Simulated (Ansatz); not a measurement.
`CC[O][Ti]([OH])([O]CC)[O]CC` + H–F → `CC[O][Ti]([F])([O]CC)[O]CC` + H₂O  (ligand exchange at a Ti–O bond)

Gas-phase electronic energies from Ansatz, PBE0-D4/def2-TZVP geometries. CCSD(T)/CBS is the MP2 limit (def2-TZVPP, def2-QZVPP) plus CCSD(T) − MP2 in def2-TZVPP, frozen cores. This one scheme is used for every species. DFT in def2-TZVPP. For Ti outer-core shells are correlated without core-valence functions, which leaves a few kJ/mol of doubt a bond. Scalar relativity is left out up to krypton. Each species was taken in one conformer, which may not be the lowest.

`CC[O][Ti]([OH])([O]CC)[O]CC`:

Cartesian coordinates in Å:
```
C 2.852 -0.419 -2.474
C 2.228 0.585 -1.530
O 1.220 -0.010 -0.767
Ti 0.610 -0.207 0.905
O 1.990 -0.003 2.068
O -0.122 -1.828 1.057
C -1.243 -2.642 1.214
C -2.535 -1.855 1.165
O -0.602 1.059 1.230
C -1.499 2.026 0.776
C -1.117 2.566 -0.585
H 3.624 0.059 -3.082
H 2.095 -0.838 -3.141
H 3.309 -1.238 -1.916
H 2.995 1.010 -0.869
H 1.792 1.417 -2.099
H 2.479 -0.680 2.537
H -1.233 -3.403 0.423
H -1.161 -3.171 2.172
H -3.391 -2.521 1.302
H -2.555 -1.097 1.951
H -2.642 -1.353 0.201
H -2.504 1.587 0.740
H -1.529 2.840 1.511
H -1.842 3.316 -0.912
H -1.088 1.765 -1.327
H -0.131 3.034 -0.550
```

H–F:

```xyz
2

F     0.066    0.243   -0.385
H    -0.066   -0.243    0.385
```

`CC[O][Ti]([F])([O]CC)[O]CC`:

Cartesian coordinates in Å:
```
C -2.283 -1.389 0.142
C -1.549 -1.898 -1.079
O -0.165 -1.766 -0.957
Ti 1.273 -1.202 -0.083
F 2.569 -2.427 -0.167
O 1.818 0.322 -0.812
C 1.586 1.459 -1.587
C 0.226 1.435 -2.248
O 0.825 -0.894 1.606
C 0.453 -0.027 2.634
C 0.504 1.424 2.207
H -2.088 -0.325 0.297
H -1.965 -1.929 1.035
H -3.361 -1.525 0.019
H -1.872 -1.349 -1.973
H -1.780 -2.956 -1.248
H 2.376 1.526 -2.345
H 1.680 2.343 -0.943
H 0.125 0.556 -2.889
H 0.086 2.329 -2.860
H -0.569 1.405 -1.499
H 1.123 -0.196 3.486
H -0.560 -0.291 2.962
H 1.510 1.693 1.878
H 0.226 2.074 3.040
H -0.188 1.609 1.382
```

H₂O:

Cartesian coordinates in Å:
```
O -0.357 0.152 -0.033
H -0.011 -0.373 0.692
H 0.367 0.221 -0.659
```

Task: Is it downhill or uphill in electronic energy at CCSD(T)/CBS, and by how much? (An estimate is asked.)

Result: Computed: Downhill: ΔE = -59.2 kJ/mol.

Task: What do these levels give: r2SCAN-D4, CAM-B3LYP-D4, PBE-QIDH, BLYP, BHLYP, HF/def2-SVP, CCSD/def2-SVP, CCSD(T)/def2-SVP, CCSD(T)/def2-TZVPP, HF/def2-QZVPP, MP2/def2-QZVPP, CCSD/CBS(def2)? (An estimate is asked.)

Result: Ansatz gave: r2SCAN-D4 -67.4, CAM-B3LYP-D4 -65.5, PBE-QIDH -60.1, BLYP -62.0, BHLYP -61.4, HF/def2-SVP -61.1, CCSD/def2-SVP -65.1, CCSD(T)/def2-SVP -66.0, CCSD(T)/def2-TZVPP -60.2, HF/def2-QZVPP -61.5, MP2/def2-QZVPP -57.9, CCSD/CBS(def2) -58.8 kJ/mol.

Largest T1 diagnostic among the species: 0.020.

Leaving LDA and LC-ωPBE aside and taking each functional with its dispersion term where it has one, the values, not all of them listed here, spread over 9.5 kJ/mol, from B97M-V to PBE-QIDH. At CCSD(T), def2-SVP lies −6.8 kJ/mol from the extrapolated value and def2-TZVPP −1.1 kJ/mol. From r2SCAN to r2SCAN0 (25 % exact exchange), in def2-TZVPP and without D4, ΔE moves by +3.2 kJ/mol.
